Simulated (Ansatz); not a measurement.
`[SiH3]/N=C1\C[SiH2]1`, relaxed with RKS PBE0-D4/def2-TZVP in the Gaussian-basis code of Ansatz from a PBE-D4/def2-SVP geometry. The force threshold is 0.005 eV/Å; the program also tests the step.

Total charge 0; spin multiplicity 1.

Start:

```xyz
12

Si    2.204   -0.260    0.648
N     0.717   -1.112    0.149
C    -0.355   -0.503   -0.147
C    -0.925    0.893   -0.239
Si   -2.169   -0.501   -0.667
H     3.260   -1.286    0.924
H     1.963    0.548    1.899
H     2.686    0.666   -0.441
H    -1.014    1.458    0.711
H    -0.530    1.529   -1.058
H    -2.578   -0.643   -2.101
H    -3.258   -0.789    0.322
```

Problem. How much energy does the relaxation release, and in how many steps? (Best estimate.)

Solution. The calculation gave: 6.67 kJ/mol, in 8 steps, 1 of them rejected.

Problem. Which bonds change most? (Estimate.)

Solution. Computed: C3–Si5 from 1.887 to 1.850 Å; C4–Si5 from 1.917 to 1.883 Å; Si1–N2 from 1.784 to 1.755 Å; Si1–H8 from 1.509 to 1.489 Å.

Problem. Give the relaxed structure. (Best estimate.)

Solution. Computed: 
```xyz
12

Si    2.155   -0.253    0.630
N     0.705   -1.119    0.155
C    -0.360   -0.527   -0.135
C    -0.898    0.884   -0.227
Si   -2.134   -0.470   -0.656
H     3.220   -1.246    0.902
H     1.911    0.551    1.860
H     2.604    0.661   -0.457
H    -0.987    1.424    0.716
H    -0.479    1.503   -1.021
H    -2.519   -0.645   -2.075
H    -3.219   -0.762    0.309
```
